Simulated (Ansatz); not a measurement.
Cl2Fe (SMILES [Cl][Fe][Cl]), quintet, geometry from GFN2-xTB (such geometries of metal compounds can be far from the true shape); R2SCAN/6-31G** run with Ansatz (a quantum-chemistry and plane-wave program).

The Ansatz input:
Ansatz 0.2 input:
```yaml
crystal:
  periodic: [false, false, false]
  atoms:
    - {symbol: Fe, position_ang: [-0.40815377, 0.20857746, -0.36293014]}
    - {symbol: Cl, position_ang: [1.54992816, 0.14750098, -0.93808064]}
    - {symbol: Cl, position_ang: [-0.92569298, -0.46650180, 1.49315026]}
basis:
  gaussian:
    orbitals: 6-31G__.json
hamiltonian:
  xc: r2scan
magnetization: {spin_polarized: true, initial_magnetization: 4}
accuracy: high
```
The basis file holds 6-31G** in the JSON format of the Basis Set Exchange.

Predict the main parts of the log of this Ansatz run.


```
Functional definition: r2SCAN
1384 factors; integrals over basis functions are off by at most 3.8e-9 eV
mean field evaluation 1: about -59423.8351 eV, gradient 3.3e1 eV
mean field evaluation 2: about -59332.7289 eV, gradient 1.5e2 eV
mean field evaluation 4: about -59427.3827 eV, gradient 9.8e0 eV
mean field evaluation 8: about -59427.7807 eV, gradient 3.7e-1 eV
mean field evaluation 16: about -59427.7781 eV, gradient 6.0e-4 eV
mean field evaluation 32: about -59427.1770 eV, gradient 6.0e0 eV
mean field evaluation 64: about -59427.3404 eV, gradient 6.1e0 eV
mean field evaluation 96: about -59426.8525 eV, gradient 2.2e0 eV
mean field -59427.77813376 eV, -2183.9305648209 hartree, gradient 7.0e-9 eV, S^2 6.025517; 8 other end points of the search recorded, 0 dependent functions left out
reference -59427.77814189 eV, -2183.9305651197 hartree; 32, 28 occupied and 42, 46 virtual orbitals, 1384 factors
Total energy: -59427.77814189 eV, -2183.9305651197 hartree
```
